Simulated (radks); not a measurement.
Ionisation of neutral technetium, [Kr] 4d5 5s2, to [Kr] 4d5 5s1 as the strength of local exchange is varied. All-electron calculation, scalar-relativistic Kohn-Sham, Slater X-alpha exchange (alpha = 2/3 is LDA exchange), no correlation, spin-polarised, spherical densities, point nucleus; open shells are filled with parallel spins first (spin-orbit coupling, left out, can overturn this in heavy ions). Program: a radial shooting solver on a logarithmic mesh with Libxc functionals.

\begin{tabular}{lrrrrr}
alpha & E(Tc) (hartree) & exchange (hartree) & IE (eV) & -e of the level emptied (eV) & <r> of it (bohr) \\ \hline
0.598 & -4265.08608 & -107.30872 & 5.470 & 3.045 (5s) & 3.746 \\
0.619 & -4268.86241 & -111.17474 & 5.545 & 3.130 (5s) & 3.731 \\
0.629 & -4270.66183 & -113.01801 & 5.581 & 3.171 (5s) & 3.723 \\
0.667 & -4277.50648 & -120.03603 & 5.721 & 3.329 (5s) & 3.695 \\
0.71 & -4285.26483 & -128.00338 & 5.883 & 3.514 (5s) & 3.664 \\
0.924 & -4324.08246 & -168.06283 & 6.759 & 4.517 (5s) & 3.505 \\
\end{tabular}

NIST Atomic Spectra Database: 7.119 eV (measured). The central value is not met in this range of alpha. Open shells are spherical and high-spin; term and fine-structure splittings are not resolved.
